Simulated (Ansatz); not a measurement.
`C[CH](C)[Mg][Cl]` → `[MgH][Cl]` + `C=CC` at 400 K and 1 bar (β-hydride elimination).

Gas-phase electronic energies from Ansatz, PBE0-D4/def2-TZVP geometries. CCSD(T)/CBS adds triple-zeta CCSD(T) − MP2 to the extrapolated MP2 energy (def2 sets, frozen cores). For Mg outer-core shells are correlated without core-valence functions, which leaves a few kJ/mol of doubt a bond. One conformer a species, not always the lowest.

```json
{"species": "`C[CH](C)[Mg][Cl]`", "CCSD(T)/CBS energy (Eh)": "-778.11446", "H − E (kJ/mol)": "279.9", "S (J/(mol·K))": "401.7"}
{"species": "`[MgH][Cl]`", "CCSD(T)/CBS energy (Eh)": "-660.33122", "H − E (kJ/mol)": "33.1", "S (J/(mol·K))": "254.6"}
{"species": "`C=CC`", "CCSD(T)/CBS energy (Eh)": "-117.74610", "H − E (kJ/mol)": "229.7", "S (J/(mol·K))": "285.2"}
```

H − E and S are ideal-gas, rigid-rotor, harmonic terms from PBE0-D4/def2-TZVP, for one conformer and one mirror image of each species. 1 Eh = 2625.50 kJ/mol, R = 8.31446 J/(mol·K).

Question: By hand: ΔE, ΔH, ΔS and ΔG.

Answer: ΔE = (-660.33122) + (-117.74610) − (-778.11446) = 0.03714 Eh = 97.5 kJ/mol. Δ(H − E) = 33.1 + 229.7 − 279.9 = -17.1, so ΔH = 80.4 kJ/mol. ΔS = 254.6 + 285.2 − 401.7 = 138.1 J/(mol·K). ΔG = 80.4 − 400 × (138.1)/1000 = 25.2 kJ/mol.

Question: By hand: the equilibrium constant, and the temperature at which ΔG would vanish if ΔH and ΔS stayed fixed.

Answer: log₁₀ K = −ΔG/(RT ln 10) = -3.3. ΔG = 0 at ΔH/ΔS = 582 K.

The number of gas molecules changes by +1, which sets the sign of ΔS. A doubt of 5 kJ/mol in ΔE shifts log₁₀ K by 0.7 here. Other conformers and mirror images would add mixing entropy, several J/(mol·K) or more a flexible species. Modes under 60 cm⁻¹, often nearly free rotors, make the harmonic entropy too high. These are equilibria of isolated gas molecules and say nothing of rates. Largest T1 diagnostic: 0.010 (customary marks: 0.02 for closed shells, 0.045 for open ones).
